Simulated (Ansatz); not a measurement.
Total energies of Li3Al from Ansatz at PBE0-D4/def2-TZVP, gas phase (1 Eh = 27.2114 eV = 2625.5 kJ/mol). The reference geometry is relaxed at PBE0-D4/def2-TZVP.

```
atom    x (Å)    y (Å)    z (Å)
 Al1   0.2732   0.8394  -0.8764
 Li2   1.9038  -1.3219  -0.9517
 Li3  -1.8315   1.5770   0.6605
 Li4  -0.3455  -1.0945   1.1675
```

```
                 state                      geometry  energy (Eh)
      charge 0 singlet                     reference   -264.77718
      charge 1 doublet                     reference   -264.59631
      charge 0 triplet  relaxed at PBE0-D4/def2-TZVP   -264.77070
      charge 0 quintet  relaxed at PBE0-D4/def2-TZVP   -264.75160
free Al atom (doublet)                             –   -242.24894
free Li atom (doublet)                             –     -7.46705
```

(1) Work out the vertical ionisation energy to the doublet.

(2) Which of the charge 0 states is lowest, and how far above it are the others?

(3) What is the binding energy per atom against free atoms?

(1) E(charge 1 doublet) − E(charge 0 singlet) = -264.59631 − (-264.77718) = 0.18087 Eh = 4.92 eV. For comparison, −ε of the highest occupied level is 3.63 eV at this level, 1.29 eV less.

(2) The singlet. triplet: -264.77070 − (-264.77718) = 0.00648 Eh = 17.0 kJ/mol; quintet: -264.75160 − (-264.77718) = 0.02558 Eh = 67.2 kJ/mol. The quintet differs in its bonds from the reference.

(3) Atoms: 1 × (-242.24894) + 3 × (-7.46705) = -264.65009 Eh. Binding: -264.65009 − (-264.77718) = 0.12709 Eh = 3.46 eV, or 0.86 eV for each of 4 atoms (no zero-point energy, no counterpoise term).

The structure comes from a short search, and lower isomers may exist.
